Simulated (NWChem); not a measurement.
CH$_{5}$GaN, doublet; SMILES [CH3][Ga][NH2]

```xyz
8

Ga     0.3960    -0.0426     0.0001
C     -0.5967     1.7237    -0.0049
H     -0.2556     2.3414     0.8302
H     -1.6706     1.5284     0.0872
H     -0.3941     2.2490    -0.9426
N     -0.6414    -1.5794    -0.0262
H     -1.6367    -1.5757     0.1742
H     -0.2490    -2.5086     0.0603
```
Atoms are numbered in this order, from 1.

Results from NWChem. Spin-unrestricted. Geometry: optimised at B3LYP/6-31G* (spherical d), spin-unrestricted. This spin state was assumed; another may lie lower. No stability test was run on the SCF state.

Predict the results for TPSS/3-21G. Quantities: highest occupied level (eV); lowest empty minus highest occupied level, either spin (eV); dipole (D); <S²>.


* **highest occupied level (eV)**: -4.08
* **lowest empty minus highest occupied level, either spin (eV)**: 1.34
* **dipole (D)**: 1.42
* **<S²>**: 0.753
